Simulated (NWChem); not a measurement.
Basis-set convergence for H$_{4}$AlAs

SMILES: [AlH2][AsH2]
```xyz
6

Al    -0.0563     1.6720     0.0000
As     0.0827    -0.7553     0.0000
H     -0.9542    -0.8677    -1.1128
H     -0.9542    -0.8677     1.1128
H     -0.0438     2.4618     1.3813
H     -0.0438     2.4618    -1.3813
```
Charge 0, spin multiplicity 1.

Everything below was run with NWChem. The geometry was optimised at PBE0/def2-SVP, a minimum by its harmonic frequencies. It is one conformer; others weren't searched.

Quantity: vertical ionisation energy at the level ΔPBE (Δ: difference of total energies, the cation a doublet at the parent's geometry with its hole in an orbital of symmetry a' (Cs labels); it is the state that the SCF runs reached, from PBE0 orbitals for Hartree-Fock references, and need not be the lowest).

The Hamiltonian is non-relativistic. The Pople sets run with spherical d functions. The structure started from a generated list of species. No SCF solution was tested for a lower state.

The cost column gives rough processor time relative to 6-31G*; each entry includes its own SCF.

```json
[
 {"basis": "6-31G*", "functions": "58", "vertical ionisation energy (eV)": "9.13", "relative cost": "1"},
 {"basis": "cc-pVDZ", "functions": "65", "vertical ionisation energy (eV)": "9.14", "relative cost": "5"},
 {"basis": "pcseg-1", "functions": "65", "vertical ionisation energy (eV)": "9.22", "relative cost": "under 3"},
 {"basis": "def2-SVPD", "functions": "94", "vertical ionisation energy (eV)": "9.17", "relative cost": "under 3"},
 {"basis": "def2-TZVP", "functions": "109", "vertical ionisation energy (eV)": "9.16", "relative cost": "4"},
 {"basis": "def2-TZVPD", "functions": "133", "vertical ionisation energy (eV)": "9.16", "relative cost": "5"},
 {"basis": "cc-pVTZ", "functions": "133", "vertical ionisation energy (eV)": "9.16", "relative cost": "10"},
 {"basis": "aug-cc-pVTZ", "functions": "201", "vertical ionisation energy (eV)": "9.16", "relative cost": "80"}
]
```

Smallest basis within 0.2 eV of aug-cc-pVTZ, the largest set run: 6-31G*, with 58 functions against 201 and about 1 % of the time (also within reach: cc-pVDZ, pcseg-1, def2-SVPD, def2-TZVP, def2-TZVPD, cc-pVTZ). aug-cc-pVTZ isn't the basis-set limit itself, and a small set can land close by cancellation.
